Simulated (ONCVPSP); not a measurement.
# An all-electron radial function and its pseudo partner (calcium (Ca))

Columns: radius, all-electron u(r) and pseudo u(r) of the 3p shell (level -27.95 eV) of calcium in the configuration [Ne] 3s2 3p6 4s2; PBEsol, scalar-relativistic, ONCV scheme, ONCVPSP 4.0.1.

```
r (bohr)  all-electron  pseudo
   0.125       -0.3929  0.0320
   0.250       -0.4337  0.1232
   0.375       -0.1344  0.2599
   0.500        0.2375  0.4223
   0.625        0.5520  0.5883
   0.750        0.7712  0.7368
   0.875        0.8973  0.8514
   1.000        0.9476  0.9223
   1.125        0.9432  0.9471
   1.250        0.9025  0.9298
   1.375        0.8399  0.8792
   1.500        0.7661  0.8061
   1.625        0.6881  0.7214
   1.750        0.6109  0.6343
   1.875        0.5374  0.5512
   2.000        0.4693  0.4759
   2.125        0.4075  0.4099
   2.250        0.3523  0.3528
   2.375        0.3034  0.3034
   2.500        0.2606  0.2606
   2.625        0.2234  0.2234
   2.750        0.1912  0.1912
   2.875        0.1634  0.1634
   3.000        0.1394  0.1394
   3.125        0.1188  0.1188
   3.250        0.1012  0.1012
```

(1) How many radial nodes do the two functions have?

(2) At about which radius was the pseudo-wave matched?

(3) Where does each function peak?

(4) Is the pseudo-wave norm-conserving?

## Answers

(1) The all-electron 3p function has n − l − 1 = 1; the pseudo-wave has 0, since the states of the same l below it are removed with the core.

(2) 2.50 bohr, where the columns begin to agree (steps of 0.12 bohr).

(3) Outermost all-electron maximum near 1.00 bohr, pseudo maximum near 1.12 bohr (to the table’s step).

(4) Yes: the ONCV scheme keeps the norm inside the radius equal to the all-electron one, which fixes the energy derivative of the logarithmic derivative at the level.
